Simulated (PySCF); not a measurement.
## Static response to an electric field

Ge(NCS)Me3, C4H9GeNS.
Structure used (PBE0-D3(BJ)/def2-SVP), in Å, numbered top down from 1:
```
atom  x, y, z in Å
Ge1    0.0033    0.0024   -0.1425
N2     0.0270    0.0045    1.7079
C3     0.0193   -0.0254    2.8974
S4     0.0085   -0.0618    4.4820
C5     1.8674    0.0000   -0.6870
H6     1.9445   -0.0295   -1.7841
H7     2.3870   -0.8759   -0.2735
H8     2.3676    0.9092   -0.3238
C9    -0.9363    1.6238   -0.6561
H10   -0.9820    1.7085   -1.7522
H11   -0.4217    2.5089   -0.2558
H12   -1.9626    1.6077   -0.2623
C13   -0.9481   -1.6143   -0.6465
H14   -1.9666   -1.5978   -0.2331
H15   -0.4265   -2.5020   -0.2618
H16   -1.0151   -1.6923   -1.7421
```

Level: PBE0/def2-SVPD (PySCF), static field, nuclei fixed, core orbitals frozen in the response. The polarisability tensor in these axes (au):

```
x    92.08   0.05  -0.14
y     0.05  92.04  -1.15
z    -0.14  -1.15 149.42
```

Problem. What are the eigenvalues, a third of the trace, and Δα (Δα² = ½Σ(αi − αj)² over the three pairs)?

Solution. Principal values 91.99, 92.10 and 149.44 au; mean 111.18 au = 16.47 Å³ = 18.33 × 10⁻⁴⁰ C²·m²/J; Δα = 57.39 au (52 % of the mean).

Problem. What is the dipole moment, and where does it point?

Solution. (-0.03, 0.04, -4.85) D, 4.85 D in size, pointing from the negative to the positive side. Measured along this direction, the outermost atoms are S4 at the negative end and H6, H10 and H16 at the positive end.

Problem. What molar refraction does this α imply?

Solution. Lorentz–Lorenz: R = (4π/3)N_A α = 2.5225 cm³/(mol·Å³) × 16.47 Å³ = 41.6 cm³/mol, in the limit of long wavelengths.

Problem. Find the Langevin capture rate constant for H3+ (3.023 u) meeting this molecule (176.967 u), k = 2.342 × 10⁻⁹ cm³/s × √(α in Å³ / reduced mass in u).

Solution. The reduced mass is 2.97 u, so k = 5.51 × 10⁻⁹ cm³/s. The formula leaves out the permanent dipole, which adds to the capture rate.

Problem. In TDDFT the mean static polarisability is Σ f/ω² over all singlet excitations (ω in hartree). How much of it do the 15 lowest give? Their energies (eV) and oscillator strengths: 5.19, 0.0000; 5.39, 0.0009; 5.39, 0.0009; 6.17, 0.0008; 6.17, 0.0007; 6.85, 0.8435; 6.91, 0.0447; 6.91, 0.0525; 7.36, 0.0014; 7.37, 0.0035; 7.37, 0.0042; 7.45, 0.0062; 7.45, 0.0042; 7.79, 0.3854; 7.83, 0.0203.

Solution. They add up to 20.10 au, 18.1 % of the 111.18 au; the largest single term is 13.30 au, from the state at 6.85 eV. Terms in order: 0.00, 0.02, 0.02, 0.01, 0.01, 13.30, 0.69, 0.82, 0.02, 0.05, 0.06, 0.08, 0.06, 4.70, 0.25 au. Higher excitations give the rest. The strengths listed sum to 1.369.

Geometry: PBE0-D3(BJ)/def2-SVP; no solvent, vibrations or thermal averaging. The calculation is non-relativistic, for germanium too.
